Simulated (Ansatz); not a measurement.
Ansatz (a first-principles code) input (BHLYP/def2-TZVPD):

Ansatz 0.2 input:
```yaml
crystal:
  periodic: [false, false, false]
  atoms:
    - {symbol: C, position_ang: [0.69575977, -0.07813870, -1.73553050]}
    - {symbol: Si, position_ang: [0.02758188, 0.00512868, -0.01379961]}
    - {symbol: C, position_ang: [-1.82713879, 0.25641181, -0.10615878]}
    - {symbol: N, position_ang: [0.94907322, 1.22498282, 0.77658545]}
    - {symbol: N, position_ang: [0.24566266, -1.41112436, 0.95372284]}
    - {symbol: H, position_ang: [0.09904860, -0.40344464, -2.58208425]}
    - {symbol: H, position_ang: [1.73889497, 0.10341985, -1.97588123]}
    - {symbol: H, position_ang: [-2.32115429, -0.57887143, -0.61050868]}
    - {symbol: H, position_ang: [-2.25964842, 0.34854429, 0.89244723]}
    - {symbol: H, position_ang: [-2.06710055, 1.16451921, -0.66320177]}
    - {symbol: H, position_ang: [0.82809820, 1.40411610, 1.76090549]}
    - {symbol: H, position_ang: [1.25346928, 2.04736602, 0.28154240]}
    - {symbol: H, position_ang: [-0.41000017, -2.17403853, 0.88817987]}
    - {symbol: H, position_ang: [1.17736911, -1.75006047, 1.13977306]}
basis:
  gaussian:
    orbitals: def2-TZVPD
hamiltonian:
  xc: {name: BHLYP}
magnetization: {spin_polarized: true, initial_magnetization: 1}
output: {forces: true}
```

Output:

```
Functional definition: BHLYP
integrals: 0.23 GiB planned
1616 factors; their error is unknown
0.44 GiB of the device are held for the grids
1.78 GiB of device memory are held for the factors and their scratch space
mean field: 2.10 GiB planned
mean field evaluation 1: about -13066.8075 eV, gradient 5.5e1 eV
mean field evaluation 2: about -13066.9457 eV, gradient 5.3e1 eV
mean field evaluation 4: about -13078.5794 eV, gradient 1.8e0 eV
mean field evaluation 8: about -13078.5961 eV, gradient 1.4e-1 eV
mean field evaluation 16: about -13078.6252 eV, gradient 9.1e-4 eV
mean field -13078.62524107 eV, -480.6306125986 hartree, gradient 4.2e-5 eV, S^2 0.754819; 0 other end points of the search recorded, 0 dependent functions left out
the calculation of the forces begins
reference -13078.62546034 eV, -480.6306206567 hartree; 25, 24 occupied and 247, 248 virtual orbitals, 1616 factors
Total energy: -13078.62546034 eV, -480.6306206567 hartree
Atom 0 at     0.695760    -0.078139    -1.735531 Å, force     0.071885    -0.037149    -0.162115 eV/Å
Atom 1 at     0.027582     0.005129    -0.013800 Å, force     0.067882    -0.089713     0.230587 eV/Å
Atom 2 at    -1.827139     0.256412    -0.106159 Å, force    -0.069356     0.041387    -0.004639 eV/Å
Atom 3 at     0.949073     1.224983     0.776585 Å, force    -0.114398     0.163889     0.025420 eV/Å
Atom 4 at     0.245663    -1.411124     0.953723 Å, force     0.067367    -0.136926    -0.154148 eV/Å
Atom 5 at     0.099049    -0.403445    -2.582084 Å, force     0.147632     0.088005     0.196145 eV/Å
Atom 6 at     1.738895     0.103420    -1.975881 Å, force    -0.253671    -0.039002     0.052113 eV/Å
Atom 7 at    -2.321154    -0.578871    -0.610509 Å, force     0.113044     0.183301     0.113508 eV/Å
Atom 8 at    -2.259648     0.348544     0.892447 Å, force     0.091630    -0.020287    -0.223475 eV/Å
Atom 9 at    -2.067101     1.164519    -0.663202 Å, force     0.038972    -0.195898     0.121421 eV/Å
Atom 10 at     0.828098     1.404116     1.760905 Å, force     0.063109    -0.055955    -0.385989 eV/Å
Atom 11 at     1.253469     2.047366     0.281542 Å, force    -0.120797    -0.303974     0.214868 eV/Å
Atom 12 at    -0.410000    -2.174039     0.888180 Å, force     0.271343     0.287032     0.034981 eV/Å
Atom 13 at     1.177369    -1.750060     1.139773 Å, force    -0.374643     0.115289    -0.058678 eV/Å
Dipole moment:    -0.001025    -0.008349    -0.026316 e Å
```

It need not be the lowest isomer of its formula.
